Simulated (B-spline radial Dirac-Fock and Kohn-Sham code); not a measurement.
# Ga⁺ in Watson spheres of different radius

Model: Dirac-Fock ΔSCF + Breit + QED. Program: an atomic code on a B-spline grid. The ion, [Ar] 3d10 4s2, sits in a hollow sphere of charge Q = -1, a simple model of the Madelung potential. Inside the sphere an electron's potential energy is raised by the constant 14.40·|Q|/R eV, so binding energies fall by about that much as long as the orbitals stay inside.

| radius (Å) | 14.40 |Q|/R (eV) | 1s (eV) | 2s (eV) | 2p1/2 (eV) | 2p3/2 (eV) | 3s (eV) | 3p1/2 (eV) | 3p3/2 (eV) | 3d3/2 (eV) | 3d5/2 (eV) | 4s (eV) |
| --- | --- | --- | --- | --- | --- | --- | --- | --- | --- | --- | --- |
| 2 | 7.20 | 10378.5 | 1316.2 | 1154.6 | 1127.5 | 173.4 | 120.2 | 116.6 | 27.61 | 27.18 | 11.66 |
| 2.7 | 5.33 | 10380.3 | 1317.9 | 1156.3 | 1129.2 | 175.2 | 122.0 | 118.4 | 29.39 | 28.96 | 13.43 |

From the smallest to the largest radius 1s moves by +1.8 eV, while the constant potential alone would give +1.9 eV; the difference comes from charge outside the sphere and its screening.

Values without a named source are computed, but for edge energies of neutral atoms, which are taken from tables.
